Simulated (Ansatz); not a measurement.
A series at Ge: from `[F][Ge]([Br])([Br])[Br]`, ligands are replaced one by one, each step taking up H–F and setting free HBr; n counts the steps. Ansatz, PBE0-D4/def2-TZVP geometries.

CBS adds triple-zeta CCSD(T) − MP2 to the MP2 limit, frozen cores; atoms without spin–orbit coupling. Outer-core shells of Br, Ge are correlated without core-valence functions. Scalar relativity is left out up to krypton. Spin–orbit coupling is left out.

```
n                   molecule  atomization energy, CCSD(T)/CBS (kJ/mol)
0  `[F][Ge]([Br])([Br])[Br]`                                         ?
1   `[F][Ge]([F])([Br])[Br]`                                    1584.9
2    `[F][Ge]([F])([F])[Br]`                                    1760.3
3     `[F][Ge]([F])([F])[F]`                                    1934.2
```

Q: By hand: fit a straight line y = ȳ + b (n − n̄) to the 3 given rows and predict n = 0.

A: n̄ = 2.000, ȳ = 1759.80; Σ(n − n̄)(y − ȳ) = 349.30, Σ(n − n̄)² = 2.000, so b = 174.65 kJ/mol a step. Prediction: 1759.80 + (174.65) × (-2.000) = 1410.5 kJ/mol.

Q: By hand: compare with the computed value, 1410.0 kJ/mol, and give the steps along the whole series.

A: The line misses by -0.5 kJ/mol (computed minus predicted). Steps: 174.9, 175.4, 173.9 kJ/mol.

The steps differ by at most 1.5 kJ/mol, 0.9 % of a mean step, so the ligands' effects nearly add and a line is close. The miss is 0.1 % of the series' range. The energies themselves are unsure by some kJ/mol a bond, though much of that is common to the series.
